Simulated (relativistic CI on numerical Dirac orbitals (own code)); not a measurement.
## Au3+: 5p photoemission

Computed with this model: Dirac-Coulomb-Breit CI, orbitals from a KLI potential per configuration, QED by a radiative potential, valence Slater integrals scaled by 0.8, multiplet model of photoemission in the sudden approximation; configurations [Xe] 4f14 5d8 → [Kr] 4d10 4f14 5s2 5p5 5d8; 300 K; Lorentzian 1.05 eV and Gaussian 0.6 eV FWHM. Energies are those of the free ion, without screening or charge transfer. The energies are binding energies and can lie tens of eV above those of solids. S is read from ⟨S²⟩ = S(S + 1).

Field parameters in Wybourne normalisation: Oh B⁴₀ = 21Dq, B⁴₄ = √(5/14) B⁴₀. The field is a parameter set, without covalency.

Computed curve for Oh, 10Dq = 7000 cm⁻¹, scaled to 100 at the maximum (points under 2 are left out and the grid is thinned):

(Energy (eV), Intensity): (94.2, 2.1), (94.8, 2.6), (95.2, 3.1), (95.8, 4.1), (96.2, 5.2), (96.8, 7.9), (97.2, 11.1), (97.8, 22.3), (98.2, 41.1), (98.8, 92.6), (99.2, 94.5), (99.8, 53.2), (100.4, 49.5), (100.8, 49.4), (101.4, 38.0), (101.8, 36.8), (102.4, 39.0), (102.8, 46.5), (103.4, 43.3), (103.8, 33.8), (104.4, 26.9), (104.8, 23.5), (105.4, 20.8), (105.8, 20.3), (106.4, 25.4), (107.0, 44.0), (107.4, 45.5), (108.0, 26.8), (108.4, 17.2), (109.0, 11.8), (109.4, 11.4), (110.0, 10.0), (110.4, 8.3), (111.0, 5.4), (111.4, 3.9), (112.0, 2.7), (112.6, 2.1), (115.6, 2.0), (116.2, 2.4), (116.6, 2.7), (117.2, 3.5), (117.6, 4.3), (118.2, 6.7), (118.6, 9.9), (119.2, 21.9), (119.6, 36.1), (120.2, 52.8), (120.6, 58.1), (121.2, 52.8), (121.8, 40.3), (122.2, 31.2), (122.8, 31.3), (123.2, 33.3), (123.8, 22.8), (124.2, 14.3), (124.8, 7.2), (125.2, 5.4), (125.8, 4.0), (126.2, 3.1), (126.8, 2.1)

The ground state has S = 0.98, and the centroid lies at 108.44 eV.
